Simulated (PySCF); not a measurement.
CH6BeO2Si. Atoms are numbered in the order given.

```xyz
11

Be     0.0000     0.0000     0.6044
O      0.0000     0.0000     1.9964
C      0.0000     0.0000     3.3740
H      1.0148     0.1789     3.7753
H     -0.6623     0.7894     3.7753
H     -0.3525    -0.9682     3.7753
O      0.0000     0.0000    -0.8187
Si     0.0000     0.0000    -2.4607
H     -1.3993    -0.0250    -2.9861
H      0.7213    -1.1993    -2.9861
H      0.6780     1.2243    -2.9861
```

Coordinates come from a r2SCAN-D4/def2-SVP optimisation. One conformer was computed; it need not be the lowest.

All values below come from PBE/pcSseg-1 (PySCF).

GIAO shieldings, no solvent; atoms alike by connectivity are averaged. δ = σ(ref) − σ: ¹⁷O against H2O (σ = 334.3 ppm); ¹³C against TMS (σ = 182.0 ppm); ¹H against TMS (σ = 31.49 ppm); ²⁹Si against TMS (σ = 335.4 ppm), references at their B3LYP-D3(BJ)/def2-TZVP geometries, non-relativistic.

| atoms | nucleus | count | δ (ppm) |
|---|---|---|---|
| O7 | ¹⁷O | 1 | 8.3 |
| O2 | ¹⁷O | 1 | (withheld) |
| C3 | ¹³C | 1 | 57.5 |
| H9, H10, H11 | ¹H | 3 | 5.51 |
| H4, H5, H6 | ¹H | 3 | (withheld) |
| Si8 | ²⁹Si | 1 | (withheld) |

Some entries are withheld; supply them. (An estimate is asked for; the answer gives what the named calculation found.)


- Si8, δ (ppm): -43.3
- H4, H5, H6, δ (ppm): 4.43
- O2, δ (ppm): 0.3
